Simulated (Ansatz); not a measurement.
Abstraction of Cl: C2H9ClSi2 + C2HF2 → C2H9Si2 + C2HClF2

Species: C2H9ClSi2 `C[SiH2][SiH](C)Cl`, singlet; C2HF2 `[CH]=C(F)F`, doublet; C2H9Si2 `C[SiH][SiH2]C`, doublet; C2HClF2 `FC(F)=CCl`, singlet. A radical takes Cl: the energy is the difference in strength between the Si–Cl bond broken and the C–Cl bond made.

Shapes, held fixed at every level: PBE0-D4/def2-TZVP. Flexible molecules stand in one conformer, not always the lowest. Programs: Ansatz 0.2.0. Electronic energies: no zero-point or thermal term.

```tsv
level	kind	ΔE (kJ/mol)
HF/def2-TZVPP	Hartree–Fock	+99.0
PBE-D4/def2-TZVPP	GGA	+38.4
r2SCAN-D4/def2-TZVPP	meta-GGA	+59.1
PBE0-D4/def2-TZVPP	global hybrid	+47.7
wB97M-V/def2-TZVPP	range-separated hybrid	+59.8
wB97X-V/def2-TZVPP	range-separated hybrid	+57.6
B2PLYP/def2-TZVPP	double hybrid	+55.1
```

B2PLYP/def2-TZVPP gives ΔE = +55.1 kJ/mol; the levels span +38.4 to +99.0. The median of the levels is +57.6. No measured value is set beside it here. Spin contamination: C2HF2 (⟨S²⟩ up to 0.90). Open shells run unrestricted.
